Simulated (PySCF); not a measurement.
Al(F)(Br)(OMe) (CH3AlBrFO), SMILES C[O][Al]([F])[Br].

Geometry: B3LYP-D3(BJ)/def2-SVP. One conformer was computed; it need not be the lowest.

Level of theory: B3LYP-D3(BJ)/def2-SVP (PySCF).

Frequencies are harmonic and unscaled.

```tsv
mode	ν (cm⁻¹)	IR (km/mol)	Raman (Å⁴/amu)	depolarisation	moving atoms (share of kinetic energy)
1	71	3.3	1.1	0.71	C 46 %, H 22 %, Br 19 %
2	77	0.0	0.0	–	H 99 %
3	101	1.1	0.0	–	O 46 %, H 19 %, C 17 %, F 14 %
4	187	10.4	1.1	0.64	F 63 %, Br 13 %, Al 11 %, O 9 %
5	243	22.1	1.3	0.56	O 57 %, Br 12 %, F 12 %
6	249	73.6	1.1	0.75	Al 69 %, O 17 %, F 12 %
7	390	47.9	6.7	0.08	Al 38 %, Br 23 %, F 20 %, O 10 %
8	728	148.4	7.2	0.22	Al 45 %, C 19 %, O 19 %, F 11 %
9	920	76.8	0.4	0.75	Al 48 %, F 43 %
10	1180	47.9	3.7	0.74	H 67 %, C 22 %, O 11 %
11	1187	0.1	1.0	0.75	H 77 %, C 19 %
12	1247	313.3	4.3	0.13	O 55 %, C 29 %, H 10 %
13	1475	1.3	17.1	0.75	H 97 %
14	1478	1.6	22.9	0.69	H 95 %
15	1485	12.0	9.0	0.75	H 89 %, C 9 %
16	2993	75.9	144.2	0.01	H 97 %
17	3069	41.5	82.1	0.53	H 90 %, C 10 %
18	3080	33.7	121.7	0.75	H 90 %, C 10 %
```
